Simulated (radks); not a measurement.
The mercury ion Hg2+, configuration [Xe] 4f14 5d10. Method: scalar-relativistic Kohn-Sham, SCAN, spin-polarised, spherical densities, finite nucleus; meta-GGA in the generalised Kohn-Sham scheme; Fermi nuclear charge, rms radius 5.4648 fm; computed with a radial shooting solver on a logarithmic mesh with Libxc functionals.

Local quantities along the radius. ELF = 1/(1 + alpha^2) is the electron localisation function; alpha = (tau - tau_W)/tau_unif compares the Pauli kinetic energy density with that of the uniform gas (summed over spins). tau is taken from the large components.

```
   r/bohr * ELF (the largest magnitude, 1, reaches the edge; | marks zero)
0.0006269 |                                                      *
0.0008361 |                                                      *
 0.001106 |                                                      *
 0.001476 |                                                      *
 0.001952 |                                                      *
 0.002604 |                                                      *
 0.003445 |                                                      *
 0.004595 |                                                      *
  0.00608 |                                                      *
 0.008109 |                                                     *
  0.01073 |                                                  *
  0.01431 |                                        *
  0.01894 |                       *
  0.02526 |                  *
  0.03342 |                           *
  0.04457 |                                       *
  0.05897 |                                     *
  0.07865 |                      *
   0.1041 |                     *
   0.1388 |                                     *
   0.1837 |                                  *
   0.2449 |               *
   0.3267 |                              *
   0.4323 |                                      *
   0.5765 |                       *
   0.7628 |                  *
    1.017 |                                   *
    1.346 |                                 *
    1.795 |                    *
    2.376 |       *
    3.169 |*
    4.192 *
```

On this mesh the ELF has minima near r = 0.025, 0.091, 0.24, 0.66 bohr, which separate the shells, and maxima near 0.051 (0.74), 0.16 (0.71), 0.43 (0.71), 1.2 (0.68).
